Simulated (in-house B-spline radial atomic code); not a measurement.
Results of a calculation; reference values are marked as such.
**Ni ion on W atom: potential, deflection and energy transfer**

The pair potential comes from two frozen, spherical free-atom densities (PBE, B-spline radial code, scalar-relativistic past argon): electrostatics plus the change in Thomas-Fermi kinetic and Dirac exchange energy where they overlap, the recipe behind the universal ZBL potential, which averages such potentials (from solid-state densities) over many pairs. It is written V = (Z1 Z2 e²/r) φ(r/a), with e² = 14.3996 eV·Å and a = 0.46850 Å/(Z1^0.23 + Z2^0.23); ZBL's fit is φ = 0.18175 e^(−3.1998x) + 0.50986 e^(−0.94229x) + 0.28022 e^(−0.4029x) + 0.02817 e^(−0.20162x). Where φ falls below 4e-4 it is continued as an exponential.

Masses 58.69 and 183.84 u.

```tsv
x = r/a	φ, this pair	φ, ZBL
0.1	0.8829	0.8928
0.25	0.756	0.7647
0.5	0.6039	0.6096
1	0.412	0.4164
1.5	0.2955	0.2995
2	0.2187	0.2218
3	0.1276	0.1292
4	0.07868	0.08026
5	0.05108	0.05224
6.5	0.02835	0.02914
8	0.01629	0.01705
10	0.008322	0.008778
12	0.004528	0.00474
14.5	0.002263	0.002328
17	0.001203	0.001212
20	0.000587	0.0005882
```

(1) At x = 0.5 the electrostatic, kinetic and exchange parts are 308868.28, 64924.73 and -1275.16 eV. Find r, V and φ.

(2) The ion comes in at 406.9 keV with impact parameter 0.0484 Å. The scattering integral gives a centre-of-mass angle of 62.68° and a closest approach of 0.7935 a. What are the reduced energy, the energy passed on and the laboratory angles?

Answers

(1) a = 0.46850/(2.1520 + 2.6911) = 0.09674 Å, so r = 0.04837 Å. V = 308868.28 + 64924.73 + (-1275.16) = 372517.85 eV. The bare repulsion is 28 × 74 × 14.3996/0.04837 = 616850 eV, so φ = 0.6039, -0.9 % against ZBL's 0.6096. The kinetic (Pauli) term is 17 % of V here.

(2) ε = E a M2/(Z1 Z2 e² (M1 + M2)) = 406900 × 2.4577e-06 = 1. The most that one collision can pass on is γE with γ = 4 M1 M2/(M1 + M2)² = 0.7337. Here T = γE sin²(θ/2) = 0.7337 × 406900 × 0.2705 = 80750 eV. The ion turns by arctan(sin θ/(cos θ + M1/M2)) = 48.8°, and the struck atom leaves at (180° − θ)/2 = 58.7°. The closest approach is 0.077 Å. With ZBL the angle would be 63.04° and T = 81590 eV.
